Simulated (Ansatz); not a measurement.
`S[SiH2]Cl` + CH₃SH → `CS[SiH2]S` + HCl at 298.15 K and 1 bar (ligand exchange at the Si–Cl bond).

Isolated molecules relaxed with PBE0-D4/def2-TZVP in Ansatz; ΔE leaves out vibrations. CBS: MP2 limit from def2 TZ/QZ plus the TZ coupled-cluster correction, frozen cores. This one scheme is used for every species. Each species was taken in one conformer, which may not be the lowest.

| species | CCSD(T)/CBS energy (Eh) | H − E (kJ/mol) | S (J/(mol·K)) |
| --- | --- | --- | --- |
| `S[SiH2]Cl` | -1148.50980 | 90.1 | 304.5 |
| CH₃SH | -438.22835 | 133.0 | 253.2 |
| `CS[SiH2]S` | -1126.34514 | 195.4 | 352.1 |
| HCl | -460.38127 | 26.6 | 186.8 |

H − E and S are ideal-gas, rigid-rotor, harmonic terms from PBE0-D4/def2-TZVP, for one conformer and one mirror image of each species. 1 Eh = 2625.50 kJ/mol, R = 8.31446 J/(mol·K).

**Question.** By hand: ΔE, ΔH, ΔS and ΔG.

**Answer.** ΔE = (-1126.34514) + (-460.38127) − (-1148.50980) − (-438.22835) = 0.01174 Eh = 30.8 kJ/mol. Δ(H − E) = 195.4 + 26.6 − 90.1 − 133.0 = -1.1, so ΔH = 29.7 kJ/mol. ΔS = 352.1 + 186.8 − 304.5 − 253.2 = -18.8 J/(mol·K). ΔG = 29.7 − 298.15 × (-18.8)/1000 = 35.3 kJ/mol.

**Question.** By hand: the equilibrium constant, and the temperature at which ΔG would vanish if ΔH and ΔS stayed fixed.

**Answer.** log₁₀ K = −ΔG/(RT ln 10) = -6.2. ΔH and −TΔS have one sign here, so there is no such temperature.

ΔH outweighs TΔS. A doubt of 5 kJ/mol in ΔE shifts log₁₀ K by 0.9 here. Other conformers and mirror images would add mixing entropy, several J/(mol·K) or more a flexible species. These are equilibria of isolated gas molecules and say nothing of rates. Largest T1 diagnostic: 0.011 (customary marks: 0.02 for closed shells, 0.045 for open ones).
